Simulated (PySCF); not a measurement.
Distances in Å between the heavy atoms of a computed structure (PBE0-D3(BJ)/def2-SVP; lower triangle, same order across):
```
C1    0.00
B2    1.62  0.00
P3    2.90  1.98  0.00
C4    2.75  1.62  2.91  0.00
C5    4.14  2.70  3.32  1.53  0.00
C6    5.19  3.95  4.81  2.45  1.54  0.00
C7    4.77  3.90  5.29  2.43  2.46  1.55  0.00
C8    3.34  2.62  4.33  1.53  2.37  2.45  1.53  0.00
```

Hydrogens: 3 on C1, 1 on B2, 3 on P3, 1 on C4, 2 on C5, 2 on C6, 2 on C7, 2 on C8.

Charge 0, singlet.

**Question.** Read off the bonds between heavy atoms and their formal orders.

**Answer.** C1–B2 (single); B2–P3 (single); B2–C4 (single); C4–C5 (single); C5–C6 (single); C6–C7 (single); C7–C8 (single); C4–C8 (single).

**Question.** Which species is it?

**Answer.** `C[BH-]([PH3+])C1CCCC1`, C6H16BP. The mark at the stereocentre is left out: distances alone don't tell a structure from its mirror image.

**Question.** Which rings does it hold (smallest set)?

**Answer.** C4–C5–C6–C7–C8 (5 members, 0.18 Å rms from planarity).

**Question.** Classify the heavy atoms.

**Answer.** C1: sp3 carbon bound to boron; B2: four-coordinate boron; P3: phosphorus bonded to B and 3 H; C4: sp3 carbon bound to boron; C5: ring CH2 carbon; C6: ring CH2 carbon; C7: ring CH2 carbon; C8: ring CH2 carbon.
